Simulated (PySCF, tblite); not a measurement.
Isomers of C2H11N3Si3. Method: GFN2-xTB as coded in tblite; computed harmonic values from a numerical Hessian at the method's own geometry, unscaled. Against measured fundamentals such values can be off by several per cent, at times by over 20. Modes of hydrogen on silicon can be 10 to 20 % off. One conformer each.

Electronic energies: PBE0/pcSseg-1 single points on the GFN2-xTB geometries (PySCF, gas phase).

| SMILES | electronic energy, lowest = 0 (kJ/mol) |
| --- | --- |
| N#CC[Si@@H](N[SiH3])[SiH2]N | 87.5 |
| CN([SiH3])[SiH2][Si@@H](N)C#N | 114.3 |
| N#C[Si@@](N)(C[SiH3])N[SiH3] | 0.0 |
| CN[SiH2]N([SiH3])[SiH2]C#N | 45.0 |
| CN[Si@@H](C#N)N([SiH3])[SiH3] | 43.6 |
| N#CC[Si@@H](N)[Si@H](N)[SiH3] | 117.7 |
| C#C[Si](N)(N)N([SiH3])[SiH3] | 50.1 |

**Question.** How do GFN2-xTB zero-point energies change the relative energies?

**Answer.** 
| SMILES | ZPE (kJ/mol) | of it from modes above 1550 cm⁻¹ | electronic (kJ/mol) | with ZPE, lowest = 0 (kJ/mol) | lowest mode (cm⁻¹) | rings |
| --- | --- | --- | --- | --- | --- | --- |
| N#C[Si@@](N)(C[SiH3])N[SiH3] | 328.1 | 193.1 | 0.0 | 0.0 | 30 | 0 |
| CN[Si@@H](C#N)N([SiH3])[SiH3] | 326.7 | 182.4 | 43.6 | 42.2 | 13i | 0 |
| CN[SiH2]N([SiH3])[SiH2]C#N | 327.2 | 182.1 | 45.0 | 44.1 | 18i | 0 |
| C#C[Si](N)(N)N([SiH3])[SiH3] | 325.7 | 197.1 | 50.1 | 47.7 | 9 | 0 |
| N#CC[Si@@H](N[SiH3])[SiH2]N | 329.2 | 191.6 | 87.5 | 88.5 | 8i | 0 |
| CN([SiH3])[SiH2][Si@@H](N)C#N | 331.0 | 187.6 | 114.3 | 117.2 | 25 | 0 |
| N#CC[Si@@H](N)[Si@H](N)[SiH3] | 334.6 | 197.7 | 117.7 | 124.1 | 23 | 0 |

The zero-point energies span 8.9 kJ/mol, from `C#C[Si](N)(N)N([SiH3])[SiH3]` to `N#CC[Si@@H](N)[Si@H](N)[SiH3]`. Slightly imaginary modes are left out of the zero-point energy: `CN[Si@@H](C#N)N([SiH3])[SiH3]` 13.0i cm⁻¹, `CN[SiH2]N([SiH3])[SiH2]C#N` 18.4i cm⁻¹ and `N#CC[Si@@H](N[SiH3])[SiH2]N` 8.4i cm⁻¹. The order is unchanged.

**Question.** And how do the electronic energies of GFN2-xTB itself compare?

**Answer.** `N#C[Si@@](N)(C[SiH3])N[SiH3]` 103.8; `CN[Si@@H](C#N)N([SiH3])[SiH3]` 3.8; `CN[SiH2]N([SiH3])[SiH2]C#N` 0.0; `C#C[Si](N)(N)N([SiH3])[SiH3]` 57.1; `N#CC[Si@@H](N[SiH3])[SiH2]N` 74.6; `CN([SiH3])[SiH2][Si@@H](N)C#N` 106.6; `N#CC[Si@@H](N)[Si@H](N)[SiH3]` 190.3 kJ/mol, lowest = 0. Against the energies above, taken from the same isomer `N#C[Si@@](N)(C[SiH3])N[SiH3]`, the largest difference is 148.8 kJ/mol.
